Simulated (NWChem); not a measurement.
A series in which one site is exchanged, each optimised at B3LYP/6-31G* with NWChem, gas phase unless a solvent is named. Pople sets run with spherical d functions. This build's default masses of Se (78.918 u) and Br (79.917 u) are each other's, which moves their modes by up to 0.6 %. Shieldings are non-relativistic GIAO values without spin-orbit effects.

A: [F][AlH2] (AlH2F; site = F)
B: [AlH2][Cl] (AlH2Cl; site = Cl)
C: [AlH3] (AlH3; site = H)
D: [AlH2][Br] (AlH$_{2}$Br; site = Br)

```tsv
quantity	A	B	C	D
orbital gap (eV), B3LYP/6-31G*	…	6.44	6.42	5.96
static polarisability, PBE/def2-SVPD (bohr³)	…	44.5	33.8	53.2
lowest singlet excitation, PBE/def2-SVPD, TDA (eV)	…	4.92	4.87	4.52
Al absolute shielding, KT2/pcSseg-1 (ppm)	…	331.0	270.5	314.4
```

Question: Complete the blanks.

Answer: 
- orbital gap (eV), B3LYP/6-31G*, A: 7.01
- static polarisability, PBE/def2-SVPD (bohr³), A: 29.5
- lowest singlet excitation, PBE/def2-SVPD, TDA (eV), A: 5.41
- Al absolute shielding, KT2/pcSseg-1 (ppm), A: 377.6
